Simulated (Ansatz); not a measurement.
Wavefunction ladder for BF$_{2}$I (`FB(F)I`)

```csv
atom,x (Å),y (Å),z (Å)
F1,1.1446,0.7129,-0.4447
B2,0.0237,0.1967,-0.0079
F3,-0.9388,0.9967,0.3759
I4,-0.2295,-1.9063,0.0766
```

Charge 0, multiplicity 1. Correlated methods include outer-core shells of I, which these sets cover unevenly. I takes the def2 core potential. The geometry is a stationary point of PBE0-D4/def2-TZVP. Frozen core, restricted reference, Ansatz 0.2.0.

```tsv
basis	HF (Eh)	MP2 corr.
def2-SVP	-520.18395	-0.56477
def2-TZVPP	-520.47523	-1.08327
def2-QZVPP	-520.48647	-1.30834
```

Estimate the CCSD correlation energy and the (T) correction in each basis where they were run (hartree).


```json
{"basis": "def2-SVP", "CCSD corr.": "-0.57727", "(T)": "-0.01177"}
{"basis": "def2-TZVPP", "CCSD corr.": "-1.05555", "(T)": "-0.02859"}
{"basis": "def2-QZVPP", "CCSD corr.": "-1.25526", "(T)": "-0.03748"}
```
